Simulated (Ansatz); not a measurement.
CCl3, charge -1, singlet, at a GFN2-xTB geometry (a gas-phase anion, which may not be bound at this level); HF/6-311G** in Ansatz (an electronic-structure program).

Input for Ansatz:
Ansatz 0.2 input:
```yaml
crystal:
  periodic: [false, false, false]
  atoms:
    - {symbol: C, position_ang: [-0.01109338, -0.01005188, 0.65819826]}
    - {symbol: Cl, position_ang: [0.00076126, 1.66832402, -0.05198398]}
    - {symbol: Cl, position_ang: [1.44532711, -0.83228868, -0.06582593]}
    - {symbol: Cl, position_ang: [-1.44217306, -0.83248762, -0.11449536]}
basis:
  gaussian:
    orbitals: 6-311G__.json
hamiltonian:
  xc: hf
total_charge: -1
```
The basis file holds 6-311G** in the JSON format of the Basis Set Exchange.

Task: Predict the main parts of the log of this Ansatz run.

Result: 
```
Functional definition: HF
781 factors; integrals over basis functions are off by at most 9.5e-4 eV
mean field evaluation 1: about -38538.3332 eV, gradient 3.0e1 eV
mean field evaluation 2: about -38538.4117 eV, gradient 3.0e1 eV
mean field evaluation 4: about -38541.0498 eV, gradient 2.9e0 eV
mean field evaluation 8: about -38541.1695 eV, gradient 6.4e-1 eV
mean field evaluation 16: about -38533.0241 eV, gradient 4.4e1 eV
mean field -38541.17753305 eV, -1416.3621501912 hartree, gradient 3.1e-5 eV, S^2 0.000000; 0 other end points of the search recorded, 0 dependent functions left out
reference -38541.17753305 eV, -1416.3621501912 hartree; 29, 29 occupied and 70, 70 virtual orbitals, 781 factors
Total energy: -38541.17753305 eV, -1416.3621501912 hartree
```
